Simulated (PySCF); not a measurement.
C4H4, SMILES C1=CC=C1. Geometry: PBE-D3(BJ)/def2-SVP.

Level of theory: PySCF 2.14.0 with PBE-D3(BJ)/def2-SVP.

Harmonic wavenumbers (cm⁻¹): 515, 570, 572, 698, 810, 856, 864, 935, 1012, 1084, 1143, 1207, 1601, 1610, 3131, 3148, 3170, 3179. Rotational constants (GHz): 16.68, 12.67, 7.201; symmetry number 4.

Problem. Work out the zero-point energy and the ideal-gas rigid-rotor harmonic-oscillator thermochemistry at 298.15 K and 1 atm.

Solution. ZPE = ½ Σ hcν = ½ × 26105 cm⁻¹ = 156.14 kJ/mol. H − E(el) = 168.77 kJ/mol. Entropy in J/(mol K): translation 158.04, rotation 84.17, vibration 11.91, total 254.13. G − E(el) = 93.00 kJ/mol. Cp = 65.26 J/(mol K).
